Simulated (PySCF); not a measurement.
A structure optimised at PBE-D3(BJ)/def2-SVP, used in a PySCF frequency run:

```
Si
F 1 1.6293
O 1 1.6531 2 110.94
H 3 0.9737 1 116.90 2 69.32
H 1 1.4820 2 109.46 3 -118.56
Cl 1 2.0672 5 111.59 3 -122.30
```
Charge 0, spin multiplicity 1.

Question: Write its SMILES and formula.

Answer: O[SiH](F)Cl, ClFH2OSi

Question: What are its rotational constants (standard atomic weights)?

Answer: 6.5141, 3.3694, 2.4666 GHz
